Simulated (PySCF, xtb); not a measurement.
Sn(F)(SiH3) (FH₃SiSn), SMILES [SiH3][Sn][F] (connectivity only; charge and spin as stated), neutral, multiplicity 1.

GFN2-xTB run with xtb at its own geometry gives an orbital gap of 2.03 eV and a dipole moment of 5.69 D.

Geometry: B3LYP-D3(BJ)/def2-SVP. The def2 effective core potentials stand for the cores of Sn; spin–orbit coupling is left out.

Problem. What does HF/def2-TZVPD in PySCF give? (Estimate from the structure and the level; the computed values follow.)

Solution. gap 8.05 eV (levels -8.51 and -0.46 eV), dipole 3.06 D.
